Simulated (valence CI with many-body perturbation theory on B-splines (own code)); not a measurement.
The numbers below are computed, except where a source is named.
# Energy levels of Sb46+

Method: configuration interaction combined with many-body perturbation theory (CI+MBPT): three valence electrons over a frozen Dirac-Fock core [He], a basis of 11 s, 11 p, 10 d, 8 f, 5 g, 2 h functions for each j, with the one-electron correlation potential Σ1, the two-electron term Σ2, the three-electron term Σ3, Breit, model QED; selected CI, second order for the rest, scaled by the run's own slope (own B-spline code, finite nucleus).

No measured spectrum was set against this ion. As an estimate, large intervals hold to a few tenths of a per cent, small ones and those within an open d or f shell to about a per cent.

Levels 1 to 45 of 179, with energies above the lowest level, (2s^2 2p1/2) J=1/2. "Leading %" is the weight of the configuration and term that name the level; weights of strongly mixed levels are sums over their largest components and can fall short. In the jj column 3d3/2^4 stands for four electrons in 3d with j = 3/2.

```tsv
No.	Configuration	Term	J	E (× 10³ cm⁻¹)	Leading %	g	Leading jj
1	2s2 2p	2P°	1/2	0.00	100	0.644	2s^2 2p1/2 (100 %)
2	2s 2p2	4P	1/2	1207.7	60	2.212	2s 2p1/2^2 (97 %)
3	2s2 2p	2P°	3/2	2249.3	98	1.317	2s^2 2p3/2 (98 %)
4	2s 2p2	4P	3/2	3093.9	93	1.663	2s 2p1/2 2p3/2 (99 %)
5	2s 2p2	2D	5/2	3334.5	55	1.363	2s 2p1/2 2p3/2 (98 %)
6	2s 2p2	2D	3/2	3713.5	68	0.959	2s 2p1/2 2p3/2 (99 %)
7	2s 2p2	2P	1/2	3723.1	72	1.201	2s 2p1/2 2p3/2 (96 %)
8	2p3	2P°	3/2	5018.2	45	1.371	2p1/2^2 2p3/2 (98 %)
9	2s 2p2	4P	5/2	5490.4	55	1.403	2s 2p3/2^2 (98 %)
10	2s 2p2	2S	1/2	6045.9	70	1.869	2s 2p3/2^2 (99 %)
11	2s 2p2	2P	3/2	6054.6	67	1.196	2s 2p3/2^2 (98 %)
12	2p3	4S°	3/2	7031.9	54	1.434	2p1/2 2p3/2^2 (99 %)
13	2p3	2D°	5/2	7183.4	100	1.183	2p1/2 2p3/2^2 (100 %)
14	2p3	2P°	1/2	7473.2	100	0.644	2p1/2 2p3/2^2 (100 %)
15	2p3	2P°	3/2	9532.0	54	1.282	2p3/2^3 (99 %)
16	2s2 3s	2S	1/2	36782	97	1.993	2s^2 3s (97 %)
17	2s2 3p	2P°	1/2	37205	95	0.670	2s^2 3p1/2 (95 %)
18	2s 2p 3s	4P°	1/2	37608	87	2.398	2s 2p1/2 3s (98 %)
19	2s 2p 3s	4P°	3/2	37712	50	1.517	2s 2p1/2 3s (78 %)
20	2s 2p 3s	2P°	1/2	37897	94	0.741	2s 2p1/2 3s (98 %)
21	2s2 3p	2P°	3/2	37913	76	1.389	2s^2 3p3/2 (76 %)
22	2s 2p 3p	4D	1/2	37966	72	0.260	2s 2p1/2 3p1/2 (100 %)
23	2s 2p 3p	4D	3/2	38098	38	1.082	2s 2p1/2 3p1/2 (85 %)
24	2s2 3d	2D	3/2	38217	83	0.850	2s^2 3d3/2 (83 %)
25	2s 2p 3p	4P	1/2	38318	51	2.018	2s 2p1/2 3p1/2 (98 %)
26	2s2 3d	2D	5/2	38388	97	1.195	2s^2 3d5/2 (97 %)
27	2s 2p 3p	4P	3/2	38695	30	1.408	2s 2p1/2 3p3/2 (100 %)
28	2s 2p 3p	2P	1/2	38804	33	1.350	2s 2p1/2 3p3/2 (82 %)
29	2s 2p 3p	4D	5/2	38855	50	1.344	2s 2p1/2 3p3/2 (97 %)
30	2s 2p 3p	2D	3/2	38880	46	1.245	2s 2p1/2 3p3/2 (98 %)
31	2s 2p 3d	4F°	3/2	38941	74	0.551	2s 2p1/2 3d3/2 (99 %)
32	2s 2p 3d	4F°	5/2	39089	59	1.042	2s 2p1/2 3d3/2 (86 %)
33	2s 2p 3d	4D°	1/2	39182	55	0.415	2s 2p1/2 3d3/2 (88 %)
34	2s 2p 3d	4D°	3/2	39203	34	1.242	2s 2p1/2 3d3/2 (90 %)
35	2s 2p 3d	4P°	5/2	39207	39	1.341	2s 2p1/2 3d5/2 (91 %)
36	2p2 3s	4P	1/2	39228	44	1.941	2p1/2^2 3s (82 %)
37	2s 2p 3d	4F°	7/2	39343	43	1.246	2s 2p1/2 3d5/2 (98 %)
38	2s 2p 3d	2D°	3/2	39427	45	1.051	2s 2p1/2 3d5/2 (88 %)
39	2s 2p 3d	2F°	5/2	39428	58	1.045	2s 2p1/2 3d5/2 (94 %)
40	2p2 3p	4D°	1/2	39521	37	0.637	2p1/2^2 3p1/2 (88 %)
41	2s 2p 3s	4P°	5/2	39858	99	1.583	2s 2p3/2 3s (99 %)
42	2s 2p 3s	2P°	3/2	39994	79	1.395	2s 2p3/2 3s (99 %)
43	2p2 3p	2P°	3/2	40223	30	1.330	2p1/2^2 3p3/2 (94 %)
44	2s 2p 3p	4P	3/2	40320	48	1.633	2s 2p3/2 3p1/2 (99 %)
45	2s 2p 3p	2D	5/2	40342	42	1.336	2s 2p3/2 3p1/2 (99 %)
```

The ionisation energy to 2s2 1S_0 of the next ion comes out as 8135.7 eV (NIST: 8140 ± 4 eV (theoretical)). All 179 levels together are meant to be complete up to 53346 × 10³ cm⁻¹.
